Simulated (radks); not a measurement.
Q: Coherent X-ray form factor from a spherical all-electron density. Calculated with a radial shooting solver on a logarithmic mesh with Libxc functionals: non-relativistic Kohn-Sham, TPSS, spin-polarised, spherical densities, point nucleus; meta-GGA in the generalised Kohn-Sham scheme.

sin(theta)/lambda (1/angstrom),f0 (electrons)
0.05,44.933
0.1,44.732
0.15,44.401
0.2,43.945
0.25,43.368
0.3,42.680
0.4,41.007
0.5,39.010
0.6,36.786
0.8,32.044
1,27.473
1.25,22.671
1.5,19.130
2,14.880

The species is in the configuration that NIST lists as its ground one. Which atom or ion scatters so?

A: The thallium ion Tl36+, [Kr] 4d9. Extrapolating in s^2 from the first two rows gives f0(0) = 45.0, near the electron count 45; among species with that count, the fall with angle is slower the higher Z, and the table is that of Z = 81; from so few rows the species is fixed only to a neighbour or two.
